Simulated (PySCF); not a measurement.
Species: C7H6F2.
Atom-mapped SMILES: `[CH:1]#[C:2][C@H:3]1[C:4](=[CH2:5])[CH2:6][C:7]1([F:8])[F:9]` (hydrogens: H10 on C1; H11 on C3; H12, H13 on C5; H14, H15 on C6)

The geometry is computed with GFN2-xTB (gas phase).

(1) List the bond lengths, angles and torsions at this level.

Answers

(1) 
| bond | length (pm) |
| --- | --- |
| C1≡C2 | 119.7 |
| C2–C3 | 144.3 |
| C3–C4 | 152.2 |
| C4=C5 | 131.4 |
| C4–C6 | 150.9 |
| C6–C7 | 153.3 |
| C7–F8 | 135.3 |
| C7–F9 | 135.9 |
| C3–C7 | 155.0 |
| C1–H10 | 104.9 |
| C3–H11 | 109.4 |
| C5–H12 | 107.7 |
| C5–H13 | 107.6 |
| C6–H14 | 108.9 |
| C6–H15 | 108.9 |

A selection of angles:
| angle | degrees |
| --- | --- |
| C2–C1–H10 | 178.5 |
| C1–C2–C3 | 177.6 |
| C2–C3–C4 | 116.1 |
| C2–C3–C7 | 116.2 |
| C2–C3–H11 | 110.2 |
| C4–C3–C7 | 87.5 |
| C4–C3–H11 | 113.8 |
| C7–C3–H11 | 111.4 |
| C3–C4–C5 | 132.8 |
| C3–C4–C6 | 92.9 |
| C5–C4–C6 | 134.3 |
| C4–C5–H12 | 121.5 |
| C4–C5–H13 | 121.4 |
| H12–C5–H13 | 117.1 |
| C4–C6–C7 | 88.6 |
| C4–C6–H14 | 115.5 |
| C4–C6–H15 | 115.2 |
| C7–C6–H14 | 113.5 |
| C7–C6–H15 | 113.3 |
| H14–C6–H15 | 109.5 |
| C6–C7–F8 | 115.2 |
| C6–C7–F9 | 115.1 |
| F8–C7–F9 | 105.4 |
| C3–C7–C6 | 90.9 |
| C3–C7–F8 | 116.2 |
| C3–C7–F9 | 114.2 |

Torsions: C2–C3–C4–C5 -59° (synclinal); C3–C4–C6–C7 -1° (synperiplanar); C4–C6–C7–F8 -118° (anticlinal); C2–C3–C7–C6 -119° (anticlinal).

The 4-membered ring C3–C4–C6–C7 has internal angles of 87.5° to 92.9°; it is planar, 0.01 Å rms from its mean plane, widest ring torsion 1°. The 7 C–C bonds span 1.197 Å (C1≡C2, drawn triple) to 1.550 Å (C3–C7, drawn single), a spread of 0.353 Å.

Point group: C1 (no symmetry element, even within 0.4 Å). No GFN2-xTB frequencies stand behind this structure, so it isn't proved a minimum.
